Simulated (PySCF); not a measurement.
Si(F)(Me)(SiH3)2 (CH₉FSi₃), SMILES [Si]([SiH3])([SiH3])(C)F.

The structure is a stationary point at PBE0-D3(BJ)/def2-SVP.

These are M06-2X/def2-TZVP (PySCF) values and carry that method's errors.

Symmetry labels are those of the subgroup Cs that the program uses (full group Cs).

Computed valence orbital energies around the gap with their symmetry:
| orbital | symmetry | energy (eV) |
|---|---|---|
| HOMO−7 | A" | -13.09 |
| HOMO−6 | A' | -12.61 |
| HOMO−5 | A' | -11.31 |
| HOMO−4 | A' | -11.19 |
| HOMO−3 | A" | -11.05 |
| HOMO−2 | A" | -11.05 |
| HOMO−1 | A' | -9.68 |
| HOMO | A" | -8.64 |
| LUMO | A' | 0.12 |
| LUMO+1 | A' | 0.50 |
| LUMO+2 | A' | 1.23 |
| LUMO+3 | A" | 1.51 |
